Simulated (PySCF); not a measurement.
## Frontier orbitals and the lowest excitations

Species: C₆H₈O₂SSi.
Geometry (PBE0-D3(BJ)/def2-SVP, Å), atoms numbered from 1 in this order:
```
atom  x, y, z in Å
C1     2.587   -0.240    0.821
C2     2.976   -1.356    0.124
S3     1.634   -2.311   -0.340
C4     0.508   -1.223    0.387
Si5   -1.323   -1.469    0.371
O6    -2.150   -0.855   -0.954
C7    -2.730    0.385   -0.599
C8    -3.025    0.325    0.905
O9    -1.980   -0.420    1.504
C10    1.178   -0.165    0.971
H11    3.288    0.497    1.215
H12    3.988   -1.665   -0.139
H13   -1.673   -2.904    0.521
H14   -3.645    0.548   -1.189
H15   -2.028    1.211   -0.822
H16   -3.066    1.329    1.355
H17   -3.995   -0.172    1.090
H18    0.655    0.631    1.504
```

Computed, not measured: TDDFT CAM-B3LYP/def2-SVPD, vertical, gas phase, core orbitals frozen in the response (PySCF 2.14.0, density-fitted response routines).

Frontier orbitals with the atoms that hold most of them (Löwdin shares over 4%, at most four atoms; ? is withheld):

```tsv
orbital	ε (eV)	atoms
LUMO+2	1.31	S3 41%, Si5 13%, O6 8%, H13 7%
LUMO+1	1.12	S3 27%, Si5 14%, O9 6%, C8 5%
LUMO	?	S3 19%, C4 19%, C2 19%, C10 15%
HOMO	-8.39	?
HOMO-1	-8.68	?
HOMO-2	-9.54	O6 35%, O9 21%, C7 12%, C8 10%
HOMO-3	-9.77	O9 30%, O6 16%, Si5 13%, H13 10%
```

Give the leading atoms of the HOMO-1.

S3 (bonded to 2 C) 43%; C10 (bonded to 2 C and H) 19%; C1 (bonded to 2 C and H) 18%; C4 (bonded to C, S and Si) 8%. By element: carbon 46% or more, sulfur 43%.

Give the leading atoms of the HOMO.

C4 (bonded to C, S and Si) 29%; C2 (bonded to C, S and H) 27%; C1 (bonded to 2 C and H) 14%; C10 (bonded to 2 C and H) 14%.

What is the LUMO energy, and the HOMO–LUMO gap?

ε(LUMO) = 0.02 eV; the gap is 8.41 eV (0.3090 hartree).

How does S1 compare with the orbital gap of 8.41 eV?

S1 is at 5.49 eV (f = 0.181), 2.92 eV below the gap, made of HOMO→LUMO (78%), HOMO-1→LUMO (15%). Without the coupling terms of the response equations the lowest excitation would equal the gap.

Give energy, strength and leading configuration of S1, S2 and S8, and follow the Löwdin shares of the leading atoms from the occupied to the empty orbital.

- S1 (5.49 eV, f 0.181), HOMO→LUMO (78%): C4 29% → 19%, C2 27% → 19%, S3 at most 14% → 19%
- S2 (5.66 eV, f 0.101), HOMO-1→LUMO (73%): S3 43% → 19%, C10 19% → 15%, C4 8% → 19%
- S8 (7.00 eV, f 0.0036), HOMO-2→LUMO (75%): O6 35% → at most 15%, O9 21% → at most 15%, S3 at most 10% → 19%, C4 at most 10% → 19%

One conformer stands for the species.
